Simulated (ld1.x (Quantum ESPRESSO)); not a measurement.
Ce RRKJ: all-electron and pseudo phase curves

```json
{"Element": "Ce (Z = 58)", "Generator": "ld1.x (Quantum ESPRESSO) 7.5", "Type": "norm-conserving RRKJ (Kleinman–Bylander form)", "Functional": "BLYP", "Relativity": "scalar-relativistic", "Frozen core": "[Kr] 4d10 4f1", "Valence charge": "11", "Reference configuration": "5s2 5p6 5d1 6s2 6p0", "Partial waves": "5s (bound): rc 1.50 bohr; 5p (bound): rc 2.65 bohr; 5d (bound): rc 2.95 bohr", "Local potential": "all-electron potential smoothed inside 2.70 bohr (lloc = -1)", "Core correction": "none", "rho0": "0.01"}
```

Occupied shells without a wave of their own: 6s. They enter only through the test configuration that unscreens the potential.

The phase is arctan(r·u′/u) with u = r·R(r), unwrapped; energies in Ry, scanned from -5 to 5 Ry. A pole is an energy at which the radial function vanishes at the test radius. The pseudo phase is shifted by a multiple of π to meet the all-electron one at the reference energy, and phase errors are pseudo minus all-electron; the curves can meet again beyond the range given. Levels narrower than the energy grid can be missing from the lists of poles.

```json
{"channel": "s", "radius (bohr)": "3.19", "reference energy (Ry)": "-2.97", "poles, all-electron": "-2.91, 2.22", "poles, pseudo": "-2.91, 2.81", "unbroken range about the reference energy with phases within 0.05 rad": "below -0.6", "phase error 1 Ry above the reference energy (rad)": "+0.004"}
{"channel": "p", "radius (bohr)": "3.19", "reference energy (Ry)": "-1.69", "poles, all-electron": "-1.54, 3.33", "poles, pseudo": "-1.54, 1.85", "unbroken range about the reference energy with phases within 0.05 rad": "below -0.3", "phase error 1 Ry above the reference energy (rad)": "-0.021"}
{"channel": "d", "radius (bohr)": "3.19", "reference energy (Ry)": "-0.21", "poles, all-electron": "0.45", "poles, pseudo": "0.45, 4.88", "unbroken range about the reference energy with phases within 0.05 rad": "below 2.1", "phase error 1 Ry above the reference energy (rad)": "-0.001"}
```

A Bessel basis up to 400 Ry misses an occupied level by 0.02 Ry, so cutoffs and ghosts were not judged.

Phases in the d channel:

| E (Ry) | all-electron | pseudo |
| --- | --- | --- |
| -5.00 | 1.426 | 1.426 |
| -4.74 | 1.422 | 1.422 |
| -4.48 | 1.417 | 1.417 |
| -4.22 | 1.412 | 1.412 |
| -3.96 | 1.407 | 1.407 |
| -3.70 | 1.401 | 1.401 |
| -3.44 | 1.393 | 1.393 |
| -3.18 | 1.385 | 1.385 |
| -2.92 | 1.376 | 1.376 |
| -2.66 | 1.365 | 1.365 |
| -2.40 | 1.352 | 1.352 |
| -2.14 | 1.335 | 1.335 |
| -1.88 | 1.315 | 1.315 |
| -1.62 | 1.287 | 1.287 |
| -1.36 | 1.248 | 1.248 |
| -1.10 | 1.187 | 1.187 |
| -0.84 | 1.073 | 1.073 |
| -0.58 | 0.790 | 0.790 |
| -0.32 | -0.208 | -0.208 |
| -0.06 | -1.175 | -1.175 |
| 0.20 | -1.454 | -1.454 |
| 0.46 | -1.574 | -1.575 |
| 0.72 | -1.649 | -1.650 |
| 0.98 | -1.710 | -1.711 |
| 1.24 | -1.770 | -1.772 |
| 1.50 | -1.840 | -1.845 |
| 1.76 | -1.938 | -1.950 |
| 2.02 | -2.102 | -2.135 |
| 2.28 | -2.440 | -2.542 |
| 2.54 | -3.170 | -3.386 |
| 2.80 | -3.907 | -4.046 |
| 3.06 | -4.249 | -4.325 |
| 3.32 | -4.410 | -4.460 |
| 3.58 | -4.501 | -4.540 |
| 3.84 | -4.560 | -4.593 |
| 4.10 | -4.602 | -4.632 |
| 4.36 | -4.634 | -4.663 |
| 4.62 | -4.660 | -4.689 |
| 4.88 | -4.682 | -4.712 |
